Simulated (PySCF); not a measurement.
A geometry optimisation on 6-methylquinoxaline (`Cc1ccc2nccnc2c1`).

Computed with PBE0-D3(BJ)/def2-SVP geometry optimisation, gas phase (PySCF 2.14.0). Start geometry: GFN2-xTB. The input is one job of a driver script: a line of settings, then coordinates in Å.

Input:
```
{"job": {"xc": "PBE0", "basis": "def2-SVP", "d3": "d3bj", "grid": 2, "kind": "geom"}, "charge": 0, "multiplicity": 1}
C     -3.113704    -0.269031    -0.129339
C     -1.648881     0.027572    -0.046181
C     -1.231089     1.360026     0.172853
C      0.089823     1.690644     0.262164
C      1.073302     0.688495     0.136031
N      2.380865     1.005188     0.234787
C      3.240853     0.030038     0.110412
C      2.837334    -1.300355    -0.124665
N      1.580386    -1.639407    -0.223800
C      0.664520    -0.655682    -0.091921
C     -0.707640    -0.959681    -0.178035
H     -3.563032     0.278273    -0.957196
H     -3.288806    -1.331242    -0.275527
H     -3.615375     0.045659     0.784865
H     -1.987247     2.126258     0.270611
H      0.414545     2.705721     0.429806
H      4.287474     0.290930     0.197348
H      3.563675    -2.095541    -0.231582
H     -0.986807    -1.988614    -0.348093
```

Output:
```
step   0  E = -456.43806543  max force = 0.010506
step   1  E = -456.43970863  max force = 0.001865
step   2  E = -456.43972208  max force = 0.000279
optimisation converged
```

Energies in Eh; «max force» is the largest Cartesian gradient component in Eh/bohr.

Q: How much energy does the optimisation release, in kJ/mol?

A: E(step 0) − E(last step) = 0.001657 Eh, which is 4.3 kJ/mol.

Main results: final energy -456.43972 Eh after 2 steps; dipole 1.16 D.

Q: Give the final coordinates.

A: 0.024 Å rms from the input after alignment:
```
atom  x, y, z in Å
C1    -3.1520   -0.3533   -0.1364
C2    -1.6867   -0.0520   -0.0438
C3    -1.2605    1.2892    0.1814
C4     0.0686    1.6178    0.2726
C5     1.0596    0.6127    0.1427
N6     2.3712    0.9383    0.2334
C7     3.2304   -0.0411    0.1038
C8     2.8234   -1.3828   -0.1209
N9     1.5639   -1.7276   -0.2128
C10    0.6484   -0.7356   -0.0831
C11   -0.7324   -1.0389   -0.1719
H12   -3.6161    0.1965   -0.9711
H13   -3.3361   -1.4250   -0.2908
H14   -3.6777   -0.0447    0.7814
H15   -2.0187    2.0709    0.2828
H16    0.4027    2.6427    0.4449
H17    4.2975    0.2020    0.1739
H18    3.5778   -2.1723   -0.2236
H19   -1.0066   -2.0820   -0.3449
```

Q: Estimate the wall time. Hardware: one thread, Intel Xeon Platinum 8259CL at 2.50 GHz (x86_64), shared host. And the peak memory of the process?

A: About 78 s, with 0.90 GiB resident at the peak, the Python interpreter and its libraries included.
Labels such as C1 count atoms from 1, the log's own numbers from 0.
